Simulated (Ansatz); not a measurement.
**A geometry optimisation of CH2B2ClF2 with PBE0-D3(BJ)/def2-SVP**

The starting geometry of this gas-phase doublet was optimised with GFN2-xTB; its bonds are those of `FB(F)C[B]Cl`.

```xyz
8

C    -1.6478   -1.2322    1.8484
B    -0.6001   -1.2857    3.0183
B    -0.9780   -0.6698    0.5162
Cl    0.5917   -0.1531    0.3124
F     0.1961   -2.3214    3.2246
F    -0.3563   -0.2588    3.8142
H    -2.0608   -2.2199    1.6417
H    -2.4943   -0.5940    2.1041
```

Predict what becomes of its bonds when it is optimised with PBE0-D3(BJ)/def2-SVP.

It keeps its bonds, and is `FB(F)C[B]Cl`.

The energy falls by 0.13 eV over 35 steps:

```csv
step,E − E(last) (eV)
1,0.131
5,0.033
9,0.031
12,0.026
16,0.014
20,0.006
24,0.001
27,0.000
31,0.000
35,0.000
```

Final geometry (Å):

```xyz
8

C    -1.5071   -1.2594    1.8216
B    -0.6039   -1.4057    3.0925
B    -0.5730   -1.0479    0.6010
Cl   -0.0143    0.4824    0.0132
F    -0.2384   -2.5857    3.5541
F    -0.1588   -0.3487    3.7443
H    -2.0879   -2.1858    1.6988
H    -2.1661   -0.3841    1.9543
```

No frequencies were run, so the end isn't proven a minimum. Open shells are spin-unrestricted. Run with Ansatz 0.2.0, 2.1 min on 2 threads of Intel(R) Xeon(R) Platinum 8488C (Sapphire Rapids), on a shared host.
